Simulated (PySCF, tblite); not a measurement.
Isomers of C4H10P2Si, one GFN2-xTB conformer each. Single-point energies are computed at PBE0/pcSseg-1 (PySCF, gas phase, no added dispersion term), electronic only.

```tsv
SMILES	GFN2-xTB relative energy (kcal/mol)
C/C=C\P=P/C[SiH3]	0.0
C=CC/P=P/C[SiH3]	1.8
```

Conformers: `[CH3:1]/[CH:2]=[CH:3]\[P:4]=[P:5]/[CH2:6][SiH3:7]` with C2–C3–P4–P5 86°, P4–P5–C6–Si7 -115°; `[CH2:1]=[CH:2][CH2:3]/[P:4]=[P:5]/[CH2:6][SiH3:7]` with C1–C2–C3–P4 12°, C2–C3–P4–P5 -101°, P4–P5–C6–Si7 -88°.

What does PBE0/pcSseg-1 give for the same structures?

| SMILES | PBE0/pcSseg-1 E (Eh) | PBE0/pcSseg-1 (kcal/mol) | GFN2-xTB (kcal/mol) | point group |
| --- | --- | --- | --- | --- |
| C/C=C\P=P/C[SiH3] | -1129.96006 | 0.0 | 0.0 | C1 |
| C=CC/P=P/C[SiH3] | -1129.95788 | 1.4 | 1.8 | C1 |

Both levels put the same isomer lowest. Neighbours under 2.5 kcal/mol apart (C/C=C\P=P/C[SiH3] and C=CC/P=P/C[SiH3]) can change places with a better method, another conformer or zero-point energy.

Which frontier levels, dipoles and rotational constants go with these structures?

```
           SMILES  HOMO (eV, PBE0/pcSseg-1)  LUMO (eV)  dipole (D)       A, B, C (MHz)
C/C=C\P=P/C[SiH3]                     -6.97      -2.50        2.93   1739, 1107, 777.0
 C=CC/P=P/C[SiH3]                     -6.93      -2.52        0.30  2567, 758.9, 659.0
```

What happens when harmonic zero-point energies from GFN2-xTB frequencies are added?

| SMILES | ZPE (kcal/mol) | electronic (kcal/mol) | with ZPE (kcal/mol) |
| --- | --- | --- | --- |
| C/C=C\P=P/C[SiH3] | 76.5 | 0.0 | 0.0 |
| C=CC/P=P/C[SiH3] | 76.2 | 1.4 | 1.1 |

The zero-point energies span 0.3 kcal/mol. The order is unchanged.

As an exercise, what shares would exp(−E/RT) give at 500 K from these electronic energies alone (no entropy, no degeneracies)?

RT = 0.994 kcal/mol: C/C=C\P=P/C[SiH3] 79.8 %, C=CC/P=P/C[SiH3] 20.2 %.
